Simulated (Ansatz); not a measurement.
Cost and result for the atomization energy of CH₄BrIn, SMILES `[CH3][InH][Br]` (7 atoms, 6 bonds).

Z-matrix (Å, degrees):
```
C
In 1 2.132
H 1 1.091 2 108.7
H 1 1.089 2 111.9 3 -121.2
H 1 1.091 2 108.7 3 117.5
Br 2 2.499 1 111.4 3 -58.3
H 2 1.709 1 136.6 3 121.8
```

Charge 0, multiplicity 1. Correlated methods include outer-core shells of Br, In, which these sets cover unevenly. Scalar relativity is left out up to krypton. In: def2 effective core potential. Geometry: relaxed with PBE0-D4/def2-TZVP. Program: Ansatz. All runs use 4 threads of a server CPU on a shared host. Times are those of one run each, without the atoms' runs, and a repeat can differ threefold. Electronic energies, without spin–orbit coupling; frozen cores. CCSD(T)/CBS adds CCSD(T) − MP2 in def2-TZVPP to the MP2 limit, and its time is that of the two runs behind it. T1 = 0.011. With those shells the extrapolation isn't a true limit. HSE06 is the plane-wave form, built on full-range PBE exchange.

CCSD(T)/CBS is a level of theory with its own doubt, some kJ/mol a heavy atom from the limit and from the frozen cores, so smaller differences don't rank the functionals.

```json
{"level": "revPBE-D4/def2-TZVPP", "functions": "185", "wall time": "1.6 s"}
{"level": "BLYP-D4/def2-TZVPP", "functions": "185", "wall time": "2 s"}
{"level": "PBE0-D4/def2-TZVPP", "functions": "185", "wall time": "2.9 s"}
{"level": "HSE06-D4/def2-TZVPP", "functions": "185", "wall time": "3 s"}
{"level": "CAM-B3LYP-D4/def2-TZVPP", "functions": "185", "wall time": "3.3 s"}
{"level": "CCSD(T)/def2-SVP", "functions": "92", "wall time": "4.3 s"}
{"level": "r2SCAN-D4/def2-TZVPP (with forces)", "functions": "185", "wall time": "4.4 s"}
{"level": "ωB97X-V/def2-TZVPP", "functions": "185", "wall time": "7 s"}
{"level": "B97M-V/def2-TZVPP", "functions": "185", "wall time": "9 s"}
{"level": "ωB97M-V/def2-TZVPP (with forces)", "functions": "185", "wall time": "10 s"}
{"level": "MP2/def2-QZVPP", "functions": "348", "wall time": "17 s"}
{"level": "CCSD(T)/def2-TZVPP", "functions": "185", "wall time": "77 s"}
{"level": "CCSD(T)/CBS(def2)", "functions": "–", "wall time": "93 s"}
```

(1) What atomization energy does each give, and how far from CCSD(T)/CBS? (An estimate is asked.)

Results:

(1) The calculation gave: 
| level | atomization (kJ/mol) | difference from CCSD(T)/CBS | per bond |
| --- | --- | --- | --- |
| revPBE-D4/def2-TZVPP | 2017.0 | -61.5 | -10.3 |
| BLYP-D4/def2-TZVPP | 2017.7 | -60.8 | -10.1 |
| PBE0-D4/def2-TZVPP | 2056.5 | -22.0 | -3.7 |
| HSE06-D4/def2-TZVPP | 2057.5 | -21.0 | -3.5 |
| CAM-B3LYP-D4/def2-TZVPP | 2056.2 | -22.3 | -3.7 |
| CCSD(T)/def2-SVP | 1950.6 | -127.9 | -21.3 |
| r2SCAN-D4/def2-TZVPP (with forces) | 2070.6 | -7.9 | -1.3 |
| ωB97X-V/def2-TZVPP | 2071.9 | -6.6 | -1.1 |
| B97M-V/def2-TZVPP | 2068.6 | -9.9 | -1.7 |
| ωB97M-V/def2-TZVPP (with forces) | 2062.9 | -15.6 | -2.6 |
| MP2/def2-QZVPP | 2060.6 | -17.9 | -3.0 |
| CCSD(T)/def2-TZVPP | 2026.1 | -52.4 | -8.7 |
| CCSD(T)/CBS(def2) | 2078.5 | 0.0 | 0.0 |

In def2-TZVPP, CCSD(T) changes the Hartree–Fock value by +478.3 kJ/mol (the triples alone add +26.6 kJ/mol) and MP2 by +482.1 kJ/mol; breaking electron pairs costs correlation energy, which Hartree–Fock lacks. From PBE to PBE0 (25 % exact exchange), in def2-TZVPP and without D4, the atomization energy moves by −9.2 kJ/mol: exact exchange takes away binding that semilocal exchange gives to molecules. At CCSD(T), def2-SVP lies −128.0 kJ/mol from the extrapolated value and def2-TZVPP −52.5 kJ/mol: correlation converges slowly with the basis, and small sets miss more of it in the bonded molecule than in its fragments.

Spin–orbit coupling would lower the free In atoms strongly, and the atomization energy with them, by more than many differences here.
